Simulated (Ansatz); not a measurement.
`[CH3][In]([OH])[Cl]`, charge 0, multiplicity 1.

Problem. Give a relaxed structure at PBE0-D4/def2-TZVP (Ansatz 0.2.0). (Estimate.)

Solution. Ansatz gave: 
Cartesian coordinates in Å:
```
C 1.1240 0.5868 -0.5141
In -0.6679 -0.0038 0.4770
O -1.6828 -1.6969 0.3518
Cl -1.7703 1.3909 1.9789
H 1.0110 0.4514 -1.5895
H 1.3245 1.6328 -0.2903
H 1.9512 -0.0296 -0.1618
H -1.2896 -2.3316 -0.2520
```
